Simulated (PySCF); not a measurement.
C₇H₁₂P₂.
Numbering: `[CH3:1][P:2]([CH3:3])[P:4]1[CH:5]=[CH:6][CH2:7][CH:8]=[CH:9]1`

Geometry (GFN2-xTB, Å), atoms numbered from 1 in this order:
```
atom  x, y, z in Å
C1     2.4654   -1.5859    0.2630
P2     1.6760    0.0663    0.5667
C3     2.6975    1.0374   -0.6424
P4    -0.0661   -0.2418   -0.7497
C5    -0.8739    1.3543   -0.4775
C6    -2.1567    1.4646   -0.1602
C7    -3.0711    0.2951    0.0520
C8    -2.3595   -0.8811    0.6513
C9    -1.0930   -1.1862    0.4034
H10    3.4886   -1.5498    0.6344
H11    1.9289   -2.3568    0.8125
H12    2.4707   -1.8337   -0.7976
H13    2.3178    2.0550   -0.7096
H14    2.6878    0.5800   -1.6309
H15    3.7206    1.0783   -0.2705
H16   -0.2612    2.2333   -0.6309
H17   -2.6017    2.4418   -0.0224
H18   -3.5006   -0.0023   -0.9135
H19   -3.9035    0.5901    0.6953
H20   -2.9420   -1.4858    1.3348
H21   -0.6327   -2.0556    0.8550
```

Probes without a nucleus sit at each ring's centroid and 1 Å off its mean plane on both sides; NICS is minus the shielding there, NICSzz its component along the normal. Level: GIAO PBE0/pcSseg-1 (PySCF, non-relativistic, gas phase) on the GFN2-xTB geometry, one conformer.

Ring bond lengths (Å), with Mayer bond orders in brackets: P4–C5 1.809 (0.93), C5–C6 1.326 (1.92), C6–C7 1.500 (1.05), C7–C8 1.500 (1.05), C8–C9 1.326 (1.92), C9–P4 1.810 (0.93).

Q: What do the NICS probes read (ppm)?

A: 
```tsv
ring	type	NICS(0)	NICS(1), two faces	NICS(1)zz, two faces	rms pucker (Å)	centre to ring atoms, mean (Å)
P4–C5–C6–C7–C8–C9	6-membered ring with P; formal bonds 2 double, 4 single	-1.4	-1.5 / -4.1	0.0 / -3.2	0.21	1.51
```

Q: What can be read from them?

A: 
- P4–C5–C6–C7–C8–C9: mean NICS(1)zz -1.6 ppm, near zero. C7 has four or more neighbours, and the NICS criterion for π rings isn't applied. The two faces differ by 3.2 ppm, so no symmetry operation interchanges them.

Q: Give the inner angles of the rings and the Hirshfeld charges of the ring atoms.

A: 
- P4–C5–C6–C7–C8–C9: P4 96.4° (+0.104 e), C5 122.8° (-0.115 e), C6 124.0° (-0.043 e), C7 112.3° (-0.070 e), C8 124.0° (-0.043 e), C9 122.7° (-0.115 e); sum 702.1° against 720° for a flat convex ring.

Q: What are the shieldings of the ring atoms and their hydrogens in the same run (means over atoms taken as equivalent)?

A: 
| atoms | environment | σ isotropic (ppm) |
| --- | --- | --- |
| P4 | three-coordinate phosphorus | 384.2 |
| C5 (×2) | alkene CH carbon | 54.5 |
| C6 (×2) | alkene CH carbon | 51.6 |
| C7 | allylic carbon | 154.1 |
| H16 (×2) | vinylic hydrogen | 25.52 |
| H17 (×2) | vinylic hydrogen | 25.30 |
| H18 (×2) | methylene hydrogen | 28.79 |

Cost: about 2.2 min of CPU time on one thread; the machine was shared, so the figure is rough. This is the whole shielding run at PBE0/pcSseg-1, SCF included.
